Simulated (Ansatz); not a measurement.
BeTe₂⁻: single points at one geometry.

```yaml
crystal:
  periodic: [false, false, false]
  atoms:
    - {symbol: Be, position_ang: [0.000539, -0.000248, 0.001044]}
    - {symbol: Te, position_ang: [1.556336, 1.489943, -0.531857]}
    - {symbol: Te, position_ang: [-1.556875, -1.489695, 0.530814]}
basis:
  gaussian: {orbitals: def2-TZVPD, initial_orbitals: start.molden}
total_charge: -1
magnetization: {spin_polarized: true, initial_magnetization: 1}
hamiltonian: {xc: {name: LC-wPBE, parameters: {omega: 0.3/bohr}}}
scf: {omitted_lower_state_checks: [starts]}
output: {orbitals: {seedname: orbitals}}
```

The file start.molden holds the orbitals of an earlier run on this structure, at another level or in another basis.

```sh
$ ansatz run in.yaml --threads 4 --pin off --events-out ev --progress --plain --max-ram 3916MiB
```

It prints (some lines left out):

```
Functional definition: LC-wPBE
1055 factors; their error is unknown
299 factors; integrals over basis functions are off by at most 3.0e-5 eV
mean field evaluation 1: about -14992.0150 eV, gradient 3.8e0 eV
mean field evaluation 2: about -14992.0952 eV, gradient 1.1e-1 eV
mean field evaluation 4: about -14992.0872 eV, gradient 1.3e-3 eV
mean field evaluation 8: about -14992.0872 eV, gradient 2.6e-5 eV
mean field -14992.08722149 eV, -550.9490433879 hartree, gradient 4.4e-6 eV, S^2 0.806325; 0 other end points of the search recorded, 0 dependent functions left out
reference -14992.08722149 eV, -550.9490433882 hartree; 27, 26 occupied and 113, 114 virtual orbitals, 1055 factors
Total energy: -14992.08722149 eV, -550.9490433882 hartree
Checks for a lower state left out: starts
```

Hardware: 4 threads of Arm Neoverse V2 on a shared host. Wall time 11 s.

The first input with `hamiltonian: {xc: {name: B2PLYP}}` and without the key `output` (abridged; 11 s):

```
Functional definition: B2PLYP
mean field -14973.64954046 eV, -550.2714711076 hartree, gradient 2.1e-6 eV, S^2 0.792184
8 core orbitals not correlated: weight in the atoms' cores, before any rotation towards them, 1.000 or more for the frozen orbitals, at most 0.000 for the correlated occupied ones
second order -31.05493844 eV of doubles, -0.00000000 eV of singles
Total energy: -14982.03450933 eV, -550.5796130300 hartree
Checks for a lower state left out: starts
```

The first input with `hamiltonian: {xc: {name: LC-wPBE}}` (abridged; 18 s):

```
Functional definition: LC-wPBE
mean field evaluation 16: about -14992.7428 eV, gradient 1.5e-5 eV
mean field -14992.74277902 eV, -550.9731346829 hartree, gradient 7.7e-6 eV, S^2 0.780787
Total energy: -14992.74277903 eV, -550.9731346831 hartree
Checks for a lower state left out: starts
```

The first input with `hamiltonian: {xc: {name: PBE-QIDH}}` and without the key `output` (abridged; 13 s):

```
Functional definition: PBE-QIDH
mean field -14973.15365772 eV, -550.2532477533 hartree, gradient 3.9e-6 eV, S^2 0.822025
8 core orbitals not correlated: weight in the atoms' cores, before any rotation towards them, 1.000 or more for the frozen orbitals, at most 0.000 for the correlated occupied ones
second order -29.24905819 eV of doubles, -0.00000000 eV of singles
Total energy: -14982.90336022 eV, -550.6115427115 hartree
Checks for a lower state left out: starts
```

First input, but with `gaussian: {orbitals: STO-3G}`, `hamiltonian: {xc: hf}` (abridged; 3.3 s):

```
Functional definition: HF
a density is far from that of the atoms, so the factors are made again for it
mean field evaluation 16: about -356707.7331 eV, gradient 1.3e-2 eV
mean field -356707.73619605 eV, -13108.7675200171 hartree, gradient 4.0e-6 eV, S^2 0.895013
Total energy: -356707.73619605 eV, -13108.7675200171 hartree
Checks for a lower state left out: starts
```

As the first input, with `hamiltonian: {xc: pbe, dispersion: d4}`, `output: {forces: true, orbitals: {seedname: orbitals}}` (abridged; 9.5 s):

```
Functional definition: PBE
mean field -14990.79598357 eV, -550.9015912699 hartree, gradient 3.4e-6 eV, S^2 0.755825
Total energy: -14990.88629270 eV, -550.9049100692 hartree
Atom 0 force     0.000120     0.000919    -0.001334 eV/Å
Atom 1 force    -0.013989    -0.013791     0.005422 eV/Å
Atom 2 force     0.013869     0.012872    -0.004088 eV/Å
Dipole moment:     0.000090    -0.000008     0.000121 e Å
Checks for a lower state left out: starts
```

The first input with `hamiltonian: {xc: {name: wB97M-V}}` (abridged; 56 s):

```
Functional definition: wB97M-V
mean field -14990.02599382 eV, -550.8732946684 hartree, gradient 6.6e-6 eV, S^2 0.790859
Total energy: -14990.02605438 eV, -550.8732968940 hartree
Checks for a lower state left out: starts
```

Geometry: PBE-D4/def2-TZVPD.

In the def2 sets Te takes a core potential, while STO-3G treats all electrons; there is no spin–orbit coupling. LC-ωPBE has ω = 0.4 bohr⁻¹. Correlated methods freeze 8 core orbitals; core or outer-core shells of Te are correlated, in sets that lack core-valence functions. At HF/STO-3G the charge -1 doublet is spin-contaminated (final ⟨S²⟩ up to 0.90, 0.75 for a pure state). At HF/STO-3G the highest occupied level of the charge -1 doublet lies above zero (up to 0.88 eV). In Hartree–Fock with STO-3G the lack of diffuse functions raises the level. At PBE-D4/def2-TZVPD the gap within one spin of the charge -1 doublet nearly closes, so an electron or hole may be smeared out by delocalisation error. The structure comes from a short search, and lower isomers may exist.
